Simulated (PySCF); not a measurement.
CH₅ClO₃Si, SMILES Cl[Si](O)(O)OC. The structure is a stationary point at B3LYP-D3(BJ)/def2-SVP. The values are those of a single conformer.

Computed equilibrium geometry at B3LYP-D3(BJ)/def2-SVP (PySCF confirms it by a frequency run) as bond lengths and angles (one conformer of several):
Atoms: C1 O2 Si3 O4 O5 Cl6 H7 H8 H9 H10 H11. Bonded distances (Å): C1–O2 1.414, C1–H7 1.104, C1–H8 1.100, C1–H9 1.104, O2–Si3 1.635, Si3–O4 1.641, Si3–O5 1.641, Si3–Cl6 2.083, O4–H10 0.964, O5–H11 0.964. Angles (°): O2–C1–H7 111.2, O2–C1–H8 108.4, O2–C1–H9 111.3, H7–C1–H8 108.6, H7–C1–H9 108.6, H8–C1–H9 108.7, C1–O2–Si3 126.0, O2–Si3–O4 109.4, O2–Si3–O5 110.4, O2–Si3–Cl6 108.2, O4–Si3–O5 109.5, O4–Si3–Cl6 109.8, O5–Si3–Cl6 109.5, Si3–O4–H10 117.8, Si3–O5–H11 117.5.
